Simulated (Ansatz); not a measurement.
Ansatz (a first-principles code) input (PBE/def2-SVP):

Ansatz 0.2 input:
```yaml
crystal:
  periodic: [false, false, false]
  atoms:
    - {symbol: C, position_ang: [0.43253900, 1.09436700, -0.08055900]}
    - {symbol: C, position_ang: [-0.90353300, 0.83321000, 0.07923300]}
    - {symbol: C, position_ang: [-0.92830600, -0.57986500, 0.12239800]}
    - {symbol: N, position_ang: [0.28165600, -1.11793900, -0.00019900]}
    - {symbol: N, position_ang: [1.11734700, -0.05207400, -0.12591200]}
    - {symbol: H, position_ang: [-1.71798100, 1.52987000, 0.15220800]}
    - {symbol: H, position_ang: [-1.78368200, -1.22649100, 0.23838700]}
    - {symbol: H, position_ang: [2.10444800, -0.19955600, -0.23425000]}
basis:
  gaussian:
    orbitals: def2-SVP
hamiltonian:
  xc: {name: PBE}
magnetization: {spin_polarized: true, initial_magnetization: 1}
output: {forces: true}
```

Output:

```
Functional definition: PBE
integrals: 0.03 GiB planned
992 factors; their error is unknown
mean field: 0.26 GiB planned
mean field evaluation 1: about -6117.9320 eV, gradient 3.6e1 eV
mean field evaluation 2: about -6107.2291 eV, gradient 5.8e1 eV
mean field evaluation 4: about -6124.5874 eV, gradient 5.5e0 eV
mean field evaluation 8: about -6124.7245 eV, gradient 6.2e-2 eV
mean field evaluation 16: about -6124.6535 eV, gradient 3.9e-4 eV
mean field evaluation 32: about -6124.6535 eV, gradient 5.8e-5 eV
mean field -6124.65347195 eV, -225.0768636550 hartree, gradient 5.8e-5 eV, S^2 0.755914; 3 other end points of the search recorded, 0 dependent functions left out
the calculation of the forces begins
reference -6124.65349668 eV, -225.0768645638 hartree; 18, 17 occupied and 67, 68 virtual orbitals, 992 factors
Total energy: -6124.65349668 eV, -225.0768645638 hartree
Atom 0 at     0.432539     1.094367    -0.080559 Å, force     0.449349     0.668349    -0.070314 eV/Å
Atom 1 at    -0.903533     0.833210     0.079233 Å, force    -0.255280    -0.134672     0.032951 eV/Å
Atom 2 at    -0.928306    -0.579865     0.122398 Å, force    -0.095576     0.319444     0.001778 eV/Å
Atom 3 at     0.281656    -1.117939    -0.000199 Å, force     0.686214    -0.355745    -0.068086 eV/Å
Atom 4 at     1.117347    -0.052074    -0.125912 Å, force    -0.376663    -0.424434     0.055063 eV/Å
Atom 5 at    -1.717981     1.529870     0.152208 Å, force    -0.563407     0.480867     0.050511 eV/Å
Atom 6 at    -1.783682    -1.226491     0.238387 Å, force    -0.570755    -0.445437     0.077793 eV/Å
Atom 7 at     2.104448    -0.199556    -0.234250 Å, force     0.726118    -0.108371    -0.079697 eV/Å
Dipole moment:     0.172305     0.170222    -0.024505 e Å
```

The geometry given is a B3LYP-D3(BJ)/def2-TZVP minimum.
